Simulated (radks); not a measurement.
Results of a calculation; reference values are marked as such.
Q: Ionisation of the thallium ion Tl+, [Hg], to Tl2+, [Xe] 4f14 5d10 6s1, under several functionals. Scalar-relativistic Kohn-Sham, spin-polarised, spherical densities, finite nucleus; open shells are filled with parallel spins first (spin-orbit coupling, left out, can overturn this in heavy ions); a radial shooting solver on a logarithmic mesh with Libxc functionals. Known Delta-SCF values: HCTH/407 20.657 eV. What does BLYP give, and what is its highest occupied eigenvalue?

A: 20.613 eV by Delta-SCF; the 6s eigenvalue is -16.294 eV. NIST: 20.428 eV (measured).
